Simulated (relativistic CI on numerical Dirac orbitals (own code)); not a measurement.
## Mo³⁺: 4p photoemission

Computed with this model: Dirac-Coulomb-Breit CI, KLI orbitals optimised for each configuration, model QED (radiative potential, 1s self-energy scaled to tabulated hydrogen-like ionisation energies), valence Slater integrals scaled by 0.8, multiplet model of photoemission in the sudden approximation; configurations [Kr] 4d3 → [Ar] 3d10 4s2 4p5 4d3; 300 K; Lorentzian 1.68 eV and Gaussian 0.6 eV FWHM. Energies are those of the free ion, without screening or charge transfer. The energies are binding energies and can lie tens of eV above those of solids. S is read from ⟨S²⟩ = S(S + 1).

Field parameters in Wybourne normalisation: D3d B²₀ = −7Dσ, B⁴₀ = −14Dq − 21Dτ, B⁴₃ = −14√(10/7) Dq; Oh B⁴₀ = 21Dq, B⁴₄ = √(5/14) B⁴₀. The field is a parameter set, without covalency.

free ion: ground-state S = 1.49, centroid 78.16 eV. Peaks (eV, height): 74.8 (100), 82.6 (12), 87.4 (24), 90.2 (19).

D3d, 10Dq = 14800, Dσ = -970, Dτ = 360 cm⁻¹: ground-state S = 1.50, centroid 78.20 eV. Peaks (eV, height): 75.0 (100), 86.6 (11), 89.6 (17).

Oh, 10Dq = 43900 cm⁻¹: ground-state S = 1.50, centroid 78.20 eV. Peaks (eV, height): 75.0 (100), 81.2 (32), 91.0 (11).

Strongest unbroadened transitions for Oh, 10Dq = 43900 cm⁻¹:

| Energy (eV) | Relative strength |
| --- | --- |
| 74.67 | 100.0 |
| 75.48 | 26.0 |
| 75.49 | 39.3 |
| 76.05 | 25.1 |
| 76.21 | 3.7 |
| 76.86 | 7.2 |
| 76.99 | 6.0 |
| 77.08 | 18.6 |
| 77.17 | 5.8 |
| 77.28 | 4.3 |
| 80.45 | 2.5 |
| 80.54 | 2.5 |
| 80.58 | 5.8 |
| 81.14 | 8.7 |
| 81.27 | 5.7 |
| 81.76 | 4.9 |
| 81.98 | 10.6 |
| 91.11 | 4.7 |
